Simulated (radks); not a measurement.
Task: Isoelectronic series with 12 electrons, each ion in its NIST ground configuration. Calculated with a radial shooting solver on a logarithmic mesh with Libxc functionals: scalar-relativistic Kohn-Sham, PBE, spin-polarised, spherical densities, finite nucleus; Fermi nuclear charge, rms radius of each element as measured or else 0.836 A^(1/3) + 0.57 fm. Total energies (hartree) and mean radii <r> (bohr):

| ion | configuration | E (hartree) | 3s | 2p |
|---|---|---|---|---|
| Mg | [Ne] 3s2 | -200.27974 | 3.150 | 0.6894 |
| Cl5+ | [Ne] 3s2 | -454.19528 | 1.310 | 0.4033 |
| Ti10+ | [Ne] 3s2 | -815.76887 | 0.8644 | 0.2859 |
| Co15+ | [Ne] 3s2 | -1286.19180 | 0.6479 | 0.2214 |
| Ge20+ | [Ne] 3s2 | -1867.23070 | 0.5181 | 0.1804 |
| Rb25+ | [Ne] 3s2 | -2561.14369 | 0.4310 | 0.1521 |
| Mo30+ | [Ne] 3s2 | -3370.70068 | 0.3684 | 0.1313 |
| Ag35+ | [Ne] 3s2 | -4299.24259 | 0.3210 | 0.1153 |
| Te40+ | [Ne] 3s2 | -5350.74006 | 0.2838 | 0.1027 |
| La45+ | [Ne] 3s2 | -6529.9095 | 0.2538 | 0.09238 |
| Ho55+ | [Ne] 3s2 | -9294.4412 | 0.2079 | 0.07664 |
| Hf60+ | [Ne] 3s2 | -10894.1300 | 0.1900 | 0.07046 |

Estimate the row of Sm50+ ([Ne] 3s2).

Result: E (hartree) -7842.2778; 3s 0.2289; 2p 0.08385.
